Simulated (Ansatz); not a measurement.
Consider the ligand exchange at a B–C bond: `CBCC[SiH3]` + `NBN` → `CBNBN` + `CC[SiH3]`.

Gas-phase electronic energies from Ansatz, PBE0-D4/def2-TZVP geometries. CCSD(T)/CBS is the MP2 limit (def2-TZVPP, def2-QZVPP) plus CCSD(T) − MP2 in def2-TZVPP, frozen cores. DFT in def2-TZVPP. One conformer a species, not always the lowest.

| level | ΔE (kJ/mol) |
| --- | --- |
| PBE-D4 | -123.5 |
| ωB97X-V | -125.1 |
| B2PLYP | -129.4 |
| revPBE | -123.5 |
| BLYP | -129.6 |
| CAM-B3LYP | -130.8 |
| CCSD/def2-TZVPP | -127.8 |
| CCSD(T)/def2-TZVPP | -127.9 |

Question: What does CCSD(T)/CBS give? (An estimate is asked.)

Answer: Ansatz gave: -125.6 kJ/mol. The listed levels differ from it by 2.1, 0.5, -3.8, 2.1, -4.0, -5.2, -2.2, -2.3 kJ/mol.

Question: What do rigid-rotor, harmonic-oscillator terms from PBE0-D4/def2-TZVP frequencies (298.15 K, 1 bar) make of the CCSD(T)/CBS value? (Estimate.)

Answer: Ansatz gave: ΔZPE = +5.7 kJ/mol, ΔH = -121.7 kJ/mol, ΔS = -8 J/(mol·K), ΔG = -119.4 kJ/mol.

Largest T1 diagnostic among the species: 0.012.

Leaving LDA and LC-ωPBE aside and taking each functional with its dispersion term where it has one, the values, not all of them listed here, spread over 7.7 kJ/mol, from BHLYP-D4 to revPBE-D4. At CCSD(T), def2-SVP lies −18.6 kJ/mol from the extrapolated value and def2-TZVPP −2.3 kJ/mol.

CCSD(T)/CBS has its own doubt, a few kJ/mol and more with outer-core shells, so smaller differences from it don't rank the levels.
